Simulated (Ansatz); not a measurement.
Correlation energies of `[CH]=C[SiH2]O` radical by basis set

Z-matrix (Å, degrees):
```
Si
C 1 1.867
O 1 1.649 2 111.6
H 1 1.482 2 110.2 3 -115.7
H 1 1.486 2 107.6 3 123.2
C 2 1.303 1 121.3 3 -117.9
H 2 1.098 1 118.7 3 61.9
H 3 0.958 1 117.1 2 60.3
H 6 1.082 2 139.7 1 -179.8
```

The species carries charge 0 and has multiplicity 2. The structure was optimised at the PBE0-D4/def2-TZVP level. It is one conformer, not always the lowest. Frozen core, unrestricted reference, the Gaussian-basis code of Ansatz. CBS rows extrapolate triple and quadruple zeta.

```
      basis     HF (Eh)  MP2 corr.
   def2-SVP  -442.19437   -0.50799
 def2-TZVPP  -442.48846   -0.64086
 def2-QZVPP  -442.50488   -0.68922
cc-pV(D+d)Z  -442.41965   -0.51138
cc-pV(T+d)Z  -442.48695   -0.64264
cc-pV(Q+d)Z  -442.50251   -0.69031
```

Estimate the CCSD correlation energy and the (T) correction in each basis where they were run (hartree).


```
      basis  CCSD corr.       (T)
   def2-SVP    -0.56023  -0.01623
 def2-TZVPP    -0.68654  -0.02751
 def2-QZVPP    -0.72733  -0.03090
  CBS(def2)    -0.75754  -0.03340
cc-pV(D+d)Z    -0.56403  -0.01641
cc-pV(T+d)Z    -0.68778  -0.02769
cc-pV(Q+d)Z    -0.72836  -0.03088
    CBS(cc)    -0.75726  -0.03315
```

The UHF reference is spin-contaminated (⟨S²⟩ = 0.92, T1 = 0.030).
